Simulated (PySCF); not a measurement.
Cl2, triplet, at a GFN2-xTB geometry (a higher spin typed on purpose: for a closed-shell molecule this is an excited state). Base run: DF-B3LYP/def2-TZVP run with PySCF.

The PySCF input:
```python
from pyscf import gto, scf, dft

mol = gto.Mole()
mol.atom = '''
    Cl   -0.00000000   -0.00000000   -1.22009331
    Cl    0.00000000    0.00000000    1.22009331
'''
mol.basis = 'def2-tzvp'
mol.spin = 2
mol.verbose = 5
mol.build()

mf = dft.UKS(mol)
mf.xc = 'b3lyp'
mf = mf.density_fit(auxbasis='def2-universal-jkfit')
mf.kernel()
```

Variants of this job, named by their change:

| change | basis functions | E (Eh) | HOMO (eV) |
|---|---|---|---|
| base | 74 | -920.35692 | -8.23 |
| basis = pcseg-0 | 26 | -919.26688 | -8.01 |
| basis = 3-21G | 26 | … | … |
| basis = def2-SVP | 36 | -920.03752 | -7.84 |
| basis = pcseg-1 | 36 | -920.30154 | -8.40 |
| basis = def2-SV(P) | 36 | -920.03752 | -7.84 |
| basis = 6-311G** | … | … | … |
| basis = aug-pcseg-1 | 54 | -920.30333 | -8.39 |
| basis = def2-SVPD | 54 | -920.05527 | -8.42 |
| basis = cc-pVTZ | 68 | -920.37162 | -8.25 |
| basis = 6-311+G(2d,p) | 70 | -920.35809 | -8.36 |
| basis = cc-pV(T+d)Z | … | … | -8.25 |
| basis = def2-QZVPP | … | … | … |

**Question.** Fill in the missing entries.

**Answer.** 
- basis = 3-21G, E (Eh): -915.91313
- basis = 3-21G, HOMO (eV): -8.27
- basis = 6-311G**, basis functions: 52
- basis = 6-311G**, E (Eh): -920.35108
- basis = 6-311G**, HOMO (eV): -8.50
- basis = cc-pV(T+d)Z, basis functions: 78
- basis = cc-pV(T+d)Z, E (Eh): -920.37225
- basis = def2-QZVPP, basis functions: 140
- basis = def2-QZVPP, E (Eh): -920.38679
- basis = def2-QZVPP, HOMO (eV): -8.28

Totals compare only among sets that treat the same electrons; sets with core potentials leave the core out.

Open shells are given as the SCF converged; they aren't shown to be the lowest states, and a large step between rows can be another state.
